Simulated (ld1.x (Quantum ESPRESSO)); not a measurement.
# Transferability test, TM semilocal potential for Bi

Bi (Z = 83), norm-conserving Troullier–Martins (semilocal form), made with ld1.x (Quantum ESPRESSO) 7.5 (LDA (PZ), scalar-relativistic). Core [Xe] 4f14, reference 5d10 6s1 6p4. Waves: 6p (bound): rc 2.00 bohr; 5d (bound): rc 2.00 bohr; 6s (bound): rc 1.85 bohr. Local part: the s channel. Core correction: a·sin(br)/r model core inside 1.18 bohr.

Energies are relative to the spin-unpolarised reference configuration 5d10 6s1 6p4; without spin polarisation the order of configurations can differ from experiment. Spin-polarised rows fill each open shell by Hund’s rule, majority spin first.

| valence configuration | charge | ΔE all-electron (eV) | error AE − PS (meV) |
| --- | --- | --- | --- |
| 5d10 6s2 6p3 | 0 | -10.177 | +0.8 |
| 5d10 6s2 6p2 | +1 | -2.023 | -5.8 |
| 5d10 6s0 6p5 | 0 | 10.544 | -2.1 |
| 5d9 6s2 6p3 | +1 | 23.271 | -71 |
| 5d10 6s1 6p0 | +4 | 83.172 | -45 |
| 5d10 6s2 6p2.5 | +0.5 | -6.969 | -2.4 |
| 5d10 6s1 6p4 (spin-polarised) | 0 | -1.023 | +10 |

(1) What are ΔE and the potential's error for 5d10 6s2 6p3 (spin-polarised)?

(2) What are ΔE and the potential's error for 5d10 6s2 6p1?

Results:

(1) ΔE = -11.201 eV all-electron; the error (AE − PS) is +6.7 meV.

(2) ΔE = 13.542 eV all-electron; the error (AE − PS) is -13 meV.
